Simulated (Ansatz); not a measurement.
Input (CCSDT(Q)/def2-SVP; Ansatz, a quantum-chemistry and plane-wave program):

Ansatz 0.2 input:
```yaml
crystal:
  periodic: [false, false, false]
  atoms:
    - {symbol: C, position_ang: [1.62926066, -0.09180089, -0.69934535]}
    - {symbol: Te, position_ang: [-0.01121575, -0.03806701, 0.34695900]}
    - {symbol: C, position_ang: [-1.41507626, 0.28866550, -1.23980590]}
    - {symbol: H, position_ang: [2.57571488, -0.24816913, -0.19460488]}
    - {symbol: H, position_ang: [1.63661896, 0.02922389, -1.77617219]}
    - {symbol: H, position_ang: [-1.92922772, 1.22376335, -1.02900167]}
    - {symbol: H, position_ang: [-0.87031632, 0.33766314, -2.17821291]}
    - {symbol: H, position_ang: [-2.11467710, -0.54418464, -1.22896893]}
basis:
  gaussian:
    orbitals: def2-SVP
total_charge: 1
magnetization: {spin_polarized: false}
correlation: {method: ccsdt_q, electrons: outside_noble_gas}
```

Output:

```
Functional definition: HF
integrals: 0.11 GiB planned
1651 factors; integrals over basis functions are off by at most 2.1e-7 eV
mean field: 0.35 GiB planned
mean field evaluation 1: about -9391.1734 eV, gradient 3.5e1 eV
mean field evaluation 2: about -9391.2825 eV, gradient 3.5e1 eV
mean field evaluation 4: about -9395.0098 eV, gradient 3.7e0 eV
mean field evaluation 8: about -9395.1053 eV, gradient 6.9e-1 eV
mean field evaluation 16: about -9395.1128 eV, gradient 8.3e-7 eV
mean field evaluation 32: about -9384.4811 eV, gradient 3.4e1 eV
mean field -9395.11275000 eV, -345.2640253264 hartree, gradient 9.3e-7 eV, S^2 0.000000; 0 other end points of the search recorded, 0 dependent functions left out; unrestricted orbitals would lower it
11 core orbitals not correlated
reference -9395.11275000 eV, -345.2640253264 hartree; 9, 9 occupied and 59, 59 virtual orbitals, 1651 factors
second order -10.30717938 eV of doubles, -0.00000000 eV of singles
coupled cluster: 1.58 GiB planned
cycle   1  -10.88822752 eV  change   -5.8e-1 eV  update   1.3e-1
cycle   2  -11.49980065 eV  change   -6.1e-1 eV  update   6.9e-2
cycle   3  -11.98590139 eV  change   -4.9e-1 eV  update   3.9e-2
cycle   4  -11.94174210 eV  change    4.4e-2 eV  update   1.5e-2
cycle   5  -11.92220804 eV  change    2.0e-2 eV  update   8.5e-3
cycle   6  -11.93036307 eV  change   -8.2e-3 eV  update   2.8e-3
cycle   7  -11.93389701 eV  change   -3.5e-3 eV  update   1.3e-3
cycle   8  -11.93294278 eV  change    9.5e-4 eV  update   4.7e-4
cycle   9  -11.93278370 eV  change    1.6e-4 eV  update   1.9e-4
cycle  10  -11.93308360 eV  change   -3.0e-4 eV  update   9.0e-5
cycle  11  -11.93287144 eV  change    2.1e-4 eV  update   3.9e-5
cycle  12  -11.93293188 eV  change   -6.0e-5 eV  update   1.5e-5
cycle  13  -11.93295042 eV  change   -1.9e-5 eV  update   6.9e-6
cycle  14  -11.93295448 eV  change   -4.1e-6 eV  update   2.1e-6
cycle  15  -11.93295618 eV  change   -1.7e-6 eV  update   1.2e-6
cycle  16  -11.93295723 eV  change   -1.1e-6 eV  update   5.1e-7
coupled cluster: 1.59 GiB planned
perturbative correction -0.03258993 eV, -0.0011976577 hartree
Total energy: -9407.07829716 eV, -345.7037510738 hartree
```

 The CCSD(T) runs of this state have a T1 diagnostic of up to 0.027. In a CCSD(T) run of this state the restricted determinant is unstable towards broken spin symmetry.

A triplet may lie lower; no result for it is given here.
